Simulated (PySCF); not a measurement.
Fractional electron number in Kr²⁺ (krypton, charge +2)

The 4p beta orbital of [Ar] 3d10 4s2 4p4 is emptied in steps (occupation f), with all orbitals relaxed, ending at [Ar] 3d10 4s2 4p3. Calculation: PySCF 2.14, in aug-cc-pVTZ-PP with ECP10MDF (6s5p4d2f, 55 functions); a scalar-relativistic core potential. The exact energy is a straight line in f; departures are measured from the line between the end points of the same method.

```json
{"f": "1", "UHF (eV)": "0.000", "LDA (eV)": "0.000", "PBE (eV)": "0.000", "PBE0 (eV)": "0.000", "r2SCAN (eV)": "0.000", "LC-wPBE (eV)": "0.000", "BHandHLYP (eV)": "0.000", "wB97X (eV)": "0.000", "B3LYP (eV)": "0.000", "r2SCAN0 (eV)": "0.000"}
{"f": "0.8", "UHF (eV)": "0.127", "LDA (eV)": "-0.933", "PBE (eV)": "-0.901", "PBE0 (eV)": "-0.648", "r2SCAN (eV)": "-0.841", "LC-wPBE (eV)": "-0.180", "BHandHLYP (eV)": "-0.420", "wB97X (eV)": "-0.273", "B3LYP (eV)": "-0.724", "r2SCAN0 (eV)": "-0.607"}
{"f": "0.6", "UHF (eV)": "0.188", "LDA (eV)": "-1.400", "PBE (eV)": "-1.348", "PBE0 (eV)": "-0.969", "r2SCAN (eV)": "-1.246", "LC-wPBE (eV)": "-0.266", "BHandHLYP (eV)": "-0.633", "wB97X (eV)": "-0.419", "B3LYP (eV)": "-1.086", "r2SCAN0 (eV)": "-0.898"}
{"f": "0.4", "UHF (eV)": "0.185", "LDA (eV)": "-1.399", "PBE (eV)": "-1.343", "PBE0 (eV)": "-0.964", "r2SCAN (eV)": "-1.223", "LC-wPBE (eV)": "-0.261", "BHandHLYP (eV)": "-0.638", "wB97X (eV)": "-0.432", "B3LYP (eV)": "-1.088", "r2SCAN0 (eV)": "-0.880"}
{"f": "0.2", "UHF (eV)": "0.121", "LDA (eV)": "-0.931", "PBE (eV)": "-0.891", "PBE0 (eV)": "-0.638", "r2SCAN (eV)": "-0.795", "LC-wPBE (eV)": "-0.170", "BHandHLYP (eV)": "-0.429", "wB97X (eV)": "-0.300", "B3LYP (eV)": "-0.726", "r2SCAN0 (eV)": "-0.570"}
{"f": "0", "UHF (eV)": "0.000", "LDA (eV)": "0.000", "PBE (eV)": "0.000", "PBE0 (eV)": "0.000", "r2SCAN (eV)": "0.000", "LC-wPBE (eV)": "0.000", "BHandHLYP (eV)": "0.000", "wB97X (eV)": "0.000", "B3LYP (eV)": "0.000", "r2SCAN0 (eV)": "0.000"}
```

| method | E(f=0) − E(f=1) (eV) | −ε at f=1 (eV) | −ε at f=0.4 (eV) |
| --- | --- | --- | --- |
| UHF | 34.336 | 35.147 | 34.167 |
| LDA | 35.728 | 29.900 | 36.902 |
| PBE | 35.440 | 29.799 | 36.588 |
| PBE0 | 35.482 | 31.417 | 36.313 |
| r2SCAN | 35.575 | 30.272 | 36.725 |
| LC-wPBE | 35.624 | 34.485 | 35.868 |
| BHandHLYP | 35.513 | 32.897 | 36.020 |
| wB97X | 35.606 | 33.931 | 35.890 |
| B3LYP | 35.661 | 31.143 | 36.562 |
| r2SCAN0 | 35.569 | 31.738 | 36.406 |

Orbital energy along the path (eV):

| f | UHF | LDA | PBE | PBE0 | r2SCAN | LC-wPBE | BHandHLYP | wB97X | B3LYP | r2SCAN0 |
| --- | --- | --- | --- | --- | --- | --- | --- | --- | --- | --- |
| 1 | -35.147 | -29.900 | -29.799 | -31.417 | -30.272 | -34.485 | -32.897 | -33.931 | -31.143 | -31.738 |
| 0.8 | -34.803 | -32.225 | -32.070 | -33.062 | -32.466 | -34.960 | -33.928 | -34.556 | -32.944 | -33.330 |
| 0.6 | -34.477 | -34.562 | -34.338 | -34.697 | -34.631 | -35.423 | -34.968 | -35.202 | -34.751 | -34.896 |
| 0.4 | -34.167 | -36.902 | -36.588 | -36.313 | -36.725 | -35.868 | -36.020 | -35.890 | -36.562 | -36.406 |
| 0.2 | -33.872 | -39.230 | -38.806 | -37.897 | -38.677 | -36.284 | -37.099 | -36.661 | -38.378 | -37.804 |
| 0 | -33.591 | -41.531 | -40.978 | -39.440 | -40.388 | -36.638 | -38.231 | -37.567 | -40.204 | -39.009 |

Reference removal energy between the ground levels: 35.838 ± 0.02 eV (measured; NIST Atomic Spectra Database, ionization energies). The calculation has no spin-orbit coupling. UHF lacks correlation.
